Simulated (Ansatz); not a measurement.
`NC(=O)[SiH2]F` and `NC=O` differ in one atom or group.

Ansatz, PBE0-D4/def2-TZVP geometries, multiplicity 1. Each molecule was computed in one conformer, which needn't be the lowest.

| property | `NC(=O)[SiH2]F` |
| --- | --- |
| HOMO–LUMO gap (B3LYP/def2-TZVPP) / eV | 6.44 |
| zero-point energy (PBE0-D4/def2-TZVP) / kJ/mol | 147.8 |
| HOMO energy (PBE/def2-TZVPP) / eV | -5.84 |
| HOMO energy (ωB97M-V/def2-TZVPP) / eV | -9.70 |
| LUMO energy (B3LYP/def2-TZVPP) / eV | -0.68 |
| LUMO energy (PBE0/def2-TZVPP) / eV | -0.44 |

**Question.** Give the same properties after the change, and the shifts. (An estimate is asked.)

**Answer.** The calculation gave: 
```json
{"property": "HOMO–LUMO gap (B3LYP/def2-TZVPP) / eV", "`NC=O`": "7.65", "shift": "1.21"}
{"property": "zero-point energy (PBE0-D4/def2-TZVP) / kJ/mol", "`NC=O`": "120.0", "shift": "-27.8"}
{"property": "HOMO energy (PBE/def2-TZVPP) / eV", "`NC=O`": "-5.94", "shift": "-0.10"}
{"property": "HOMO energy (ωB97M-V/def2-TZVPP) / eV", "`NC=O`": "-10.04", "shift": "-0.34"}
{"property": "LUMO energy (B3LYP/def2-TZVPP) / eV", "`NC=O`": "0.29", "shift": "0.97"}
{"property": "LUMO energy (PBE0/def2-TZVPP) / eV", "`NC=O`": "0.60", "shift": "1.04"}
```

With PBE0 the HOMO falls by 0.24 eV and the LUMO rises by 1.04 eV, so the gap widens by about 1.28 eV. PBE moves the HOMO by -0.10 eV and ωB97M-V by -0.34 eV. The zero-point energy changes by -27.8 kJ/mol with -9 modes.

B3LYP here is the variant with VWN-RPA as its local correlation; programs differ in this.
